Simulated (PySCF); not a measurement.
# From computed data to an observable: oscillator strength and radiative lifetime

B(H)(Cl)(OEt) (C₂H₆BClO), SMILES CCOBCl.

Coordinates come from a PBE0-D3(BJ)/def2-SVP optimisation. The structure was generated by enumeration, and PubChem lists no compound with its InChIKey, so it may never have been made. Other conformers were not sampled.

TDDFT-PBE/def2-SVPD (PySCF 2.14.0) puts the first singlet state with f over 0.02 at 6.89 eV (vertical), with the transition dipole (0.543, -0.186, 0.879) in atomic units.

Q: Find the oscillator strength, the wavelength and the radiative lifetime that this transition would have in vacuum if emission retraced absorption.

A: 
|μ|² = 1.1021 au, so |μ| = 2.67 D. ΔE = 6.89/27.211 = 0.2532 hartree. f = (2/3) ΔE |μ|² = 0.186 (the program prints 0.186).
λ = 1239.84/6.89 = 180 nm; ν = 55572 cm⁻¹.
Einstein's coefficient A = 0.6670 ν² f s⁻¹ (ν in cm⁻¹) = 3.8e8 s⁻¹, so τ = 1/A = 2.6 ns. This state is S3; the lower singlets have f = 0.001, 0.009. The figure is the radiative limit of this one transition; relaxation, internal conversion, crossing to triplets and a medium change what is measured.
